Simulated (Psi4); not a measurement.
CH4O, charge +1, doublet, at a GFN2-xTB geometry (a state made from the parent by changing its charge; the spin is typed, not shown lowest); CISD/def2-SVP in Psi4.

Psi4 was given this input:
```
memory 2 GB

molecule {
1 2
  C    -0.08203668    0.60493218    0.11482401
  O     0.06067739   -0.68366516   -0.17494028
  H    -1.18198643    0.86214509    0.11391237
  H     0.62482878   -1.22970011    0.41246267
  H     0.43910736    0.99198948    0.99712096
  H     0.12485126    1.21529375   -0.81291782
}

set basis def2-svp
set reference uhf

energy('cisd')
print_variables()
```

The log (banner, timings and long lists left out):

```
Traceback (most recent call last):
  File "psi4", line 375, in <module>
  File "<string>", line 27, in <module>
  File "site-packages/psi4/driver/driver.py", line 461, in energy
  File "site-packages/psi4/driver/task_planner.py", line 255, in task_planner
  File "site-packages/psi4/driver/driver_util.py", line 222, in negotiate_derivative_type
  File "site-packages/psi4/driver/driver_util.py", line 355, in highest_analytic_derivative_available

psi4.driver.p4util.exceptions.MissingMethodError: Method=cisd is not available for any derivative level under conditions CI_TYPE=CONV, REFERENCE=UHF, FREEZE_CORE=FALSE, QC_MODULE=(auto). See https://psicode.org/psi4manual/master/introduction.html#ss-cisd. Or did you mean? ccd ccsd cisdt cisdtq qcisd lccsd ci2 ci3 ci4 ci5 ci6 ci7 ci8 ci9 ci10 ci11 ci12 ci13 ci14 ci15 ci16 ci17 ci18 ci19 ci20 ci21 ci22 ci23 ci24 ci25 ci26 ci27 ci28 ci29 ci30 ci31 ci32 ci33 ci34 ci35 ci36 ci37 ci38 ci39 ci40 ci41 ci42 ci43 ci44 ci45 ci46 ci47 ci48 ci49 ci50 ci51 ci52 ci53 ci54 ci55 ci56 ci57 ci58 ci59 ci60 ci61 ci62 ci63 ci64 ci65 ci66 ci67 ci68 ci69 ci70 ci71 ci72 ci73 ci74 ci75 ci76 ci77 ci78 ci79 ci80 ci81 ci82 ci83 ci84 ci85 ci86 ci87 ci88 ci89 ci90 ci91 ci92 ci93 ci94 ci95 ci96 ci97 ci98

Printing out the relevant lines from the Psithon --> Python processed input file:
      H     0.12485126    1.21529375   -0.81291782
    """)
    core.IO.set_default_namespace("")
    core.set_global_option("BASIS", "def2-svp")
    core.set_global_option("REFERENCE", "uhf")
--> energy('cisd')
    print_variables()

!----------------------------------------------------------------------------------!
!                                                                                  !
!  Method=cisd is not available for any derivative level under conditions          !
!     CI_TYPE=CONV, REFERENCE=UHF, FREEZE_CORE=FALSE, QC_MODULE=(auto). See        !
!     https://psicode.org/psi4manual/master/introduction.html#ss-cisd. Or did you  !
!     mean? ccd ccsd cisdt cisdtq qcisd lccsd ci2 ci3 ci4 ci5 ci6 ci7 ci8 ci9 ci10 !
!     ci11 ci12 ci13 ci14 ci15 ci16 ci17 ci18 ci19 ci20 ci21 ci22 ci23 ci24 ci25   !
!     ci26 ci27 ci28 ci29 ci30 ci31 ci32 ci33 ci34 ci35 ci36 ci37 ci38 ci39 ci40   !
!     ci41 ci42 ci43 ci44 ci45 ci46 ci47 ci48 ci49 ci50 ci51 ci52 ci53 ci54 ci55   !
!     ci56 ci57 ci58 ci59 ci60 ci61 ci62 ci63 ci64 ci65 ci66 ci67 ci68 ci69 ci70   !
!     ci71 ci72 ci73 ci74 ci75 ci76 ci77 ci78 ci79 ci80 ci81 ci82 ci83 ci84 ci85   !
!     ci86 ci87 ci88 ci89 ci90 ci91 ci92 ci93 ci94 ci95 ci96 ci97 ci98             !
!                                                                                  !
!----------------------------------------------------------------------------------!
```

The program refused the input.
